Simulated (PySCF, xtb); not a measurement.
FHPbS, SMILES [F][Pb][SH] (connectivity only; charge and spin as stated), neutral, multiplicity 1. The values are those of a single conformer.

Harmonic wavenumbers (cm⁻¹) from GFN2-xTB run with xtb 6.7.1 at its own minimum, in rising order: 101, 278, 293, 366, 585, 2433.

### Question
What does B3LYP-D3(BJ)/def2-TZVP in PySCF give at its own minimum? (The exact figures need the calculation; the answer reports its results.)

### Answer
121, 293, 297, 513, 608, 2654. Paired by order, the mean absolute difference is 72 cm⁻¹ and the zero-point energies are 5.8 and 6.4 kcal/mol.
